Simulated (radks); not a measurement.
Task: Isoelectronic series with 37 electrons, each ion in its NIST ground configuration. Calculated with a radial shooting solver on a logarithmic mesh with Libxc functionals: Dirac Kohn-Sham, PBE, spin-unpolarised, spherical densities, finite nucleus; open shells are shared between the two j in proportion to 2j + 1; Fermi nuclear charge, rms radius of each element as measured or else 0.836 A^(1/3) + 0.57 fm. Total energies (hartree) and mean radii <r> (bohr) (* marks an orbital that is empty in some or all of the ions):

| ion | configuration | E (hartree) | 5s1/2* | 4p3/2 |
|---|---|---|---|---|
| Rb | [Kr] 5s1 | -2981.42522 | 5.247 | 1.740 |
| Zr3+ | [Kr] 4d1 | -3597.34490 | 2.918 | 1.350 |
| Tc6+ | [Kr] 4d1 | -4278.03147 | 2.185 | 1.114 |
| In12+ | [Kr] 4d1 | -5835.94329 | 1.521 | 0.8387 |
| Te15+ | [Kr] 4d1 | -6715.08337 | 1.331 | 0.7491 |
| Cs18+ | [Kr] 4d1 | -7662.5752 | 1.185 | 0.6776 |
| Ce21+ | [Kr] 4d1 | -8679.7761 | 1.068 | 0.6189 |
| Pm24+ | [Kr] 4d1 | -9768.2114 | 0.9732 | 0.5698 |
| Gd27+ | [Kr] 4d1 | -10929.5546 | 0.8936 | 0.5280 |
| Ho30+ | [Kr] 4d1 | -12165.7747 | 0.8258 | 0.4919 |
| Yb33+ | [Kr] 4d1 | -13478.9263 | 0.7672 | 0.4604 |

Estimate the row of Pd9+ ([Kr] 4d1).

Result: E (hartree) -5023.94077; 5s1/2* 1.785; 4p3/2 0.9550.
